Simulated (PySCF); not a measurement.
# Radial density of Ne²⁺ (neon, charge +2)

UHF, [He] 2s1 2p5, 2s spin antiparallel (an excited configuration). Computed with PySCF 2.14 in aug-cc-pwCVQZ, with no relativity, point nucleus.

```
r (bohr)  4πr²ρ (e/bohr)  4πr²(ρα − ρβ)
 0.00241         0.04218        -0.0014
 0.00405          0.1153        -0.0039
 0.00682          0.3090        -0.0106
  0.0115          0.7963        -0.0271
  0.0193           1.929        -0.0653
  0.0324           4.202        -0.1392
  0.0546           7.687        -0.2379
  0.0918           10.57        -0.2474
   0.154           9.366         0.0400
   0.260           5.692         0.4470
   0.437           6.078         0.1759
   0.735           6.439        -0.2691
    1.24           2.459        -0.0159
    2.08          0.1999         0.0243
    3.50        0.002183         0.0007
    5.88       1.147e-05         0.0000
```

With the s spin flipped the determinant is a mixture of two multiplicities, not a spectroscopic state.
